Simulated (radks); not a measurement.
Pt7+, 71 electrons, occupied as [Xe] 4f14 5d3.

All-electron calculation, scalar-relativistic Kohn-Sham, PBE, spin-polarised, spherical densities, point nucleus; open shells are filled with parallel spins first (spin-orbit coupling, left out, can overturn this in heavy ions). Program: a radial shooting solver on a logarithmic mesh with Libxc functionals.

Energy parts (eV):
| part | energy |
|---|---|
| total | -500725.74 |
| kinetic | 558648.47 |
| electron-nucleus | -1236929.99 |
| Hartree | 187095.59 |
| exchange-correlation | -9539.80 |

Orbitals (lengths in bohr, moments of r in powers of bohr; <r^-3> diverges for s and p1/2; r(max) is where P^2 peaks; r(90%) holds 90 % of the orbital's charge):
| orbital | occ. | eigenvalue (eV) | r(max) | r(90%) | <r^-3> |
|---|---|---|---|---|---|
| 1s down | 1 | -78546.66 | 0.01061 | 0.0313 | - |
| 1s up | 1 | -78546.66 | 0.01061 | 0.0313 | - |
| 2s up | 1 | -13887.28 | 0.06121 | 0.112 | - |
| 2s down | 1 | -13886.97 | 0.06121 | 0.112 | - |
| 2p up | 3 | -12047.87 | 0.05059 | 0.106 | 24240 |
| 2p down | 3 | -12047.62 | 0.05059 | 0.106 | 24250 |
| 3s up | 1 | -3343.561 | 0.1726 | 0.274 | - |
| 3s down | 1 | -3343.451 | 0.1726 | 0.274 | - |
| 3p up | 3 | -2808.015 | 0.1717 | 0.281 | 5519 |
| 3p down | 3 | -2807.891 | 0.1717 | 0.281 | 5519 |
| 3d up | 5 | -2228.027 | 0.1398 | 0.264 | 690.4 |
| 3d down | 5 | -2227.809 | 0.1398 | 0.264 | 690.4 |
| 4s up | 1 | -801.9092 | 0.3897 | 0.595 | - |
| 4s down | 1 | -801.6193 | 0.3898 | 0.595 | - |
| 4p up | 3 | -626.2634 | 0.4099 | 0.641 | 1320 |
| 4p down | 3 | -625.9922 | 0.4100 | 0.641 | 1319 |
| 4d up | 5 | -413.1384 | 0.4180 | 0.698 | 143.8 |
| 4d down | 5 | -412.8166 | 0.4180 | 0.698 | 143.8 |
| 5s up | 1 | -205.9724 | 0.8645 | 1.33 | - |
| 5s down | 1 | -203.6862 | 0.8611 | 1.32 | - |
| 4f up | 7 | -176.1750 | 0.3846 | 0.827 | 27.30 |
| 4f down | 7 | -175.6820 | 0.3846 | 0.822 | 27.41 |
| 5p up | 3 | -158.1811 | 0.9641 | 1.51 | 237.4 |
| 5p down | 3 | -155.3852 | 0.9590 | 1.50 | 241.9 |
| 5d up | 3 | -101.0860 | 1.155 | 1.89 | 19.20 |
| 5d down | 0 | -97.9378 | 1.150 | 1.90 | 19.35 |

The highest occupied level is 5d up at -101.09 eV. For comparison, the ionisation energy in NIST's Atomic Spectra Database is 109 eV (theoretical). In exact Kohn-Sham theory the highest level is minus the ionisation energy, but local and semilocal functionals leave it too shallow, through self-interaction and a potential that decays too fast; potentials with the right tail come closer.
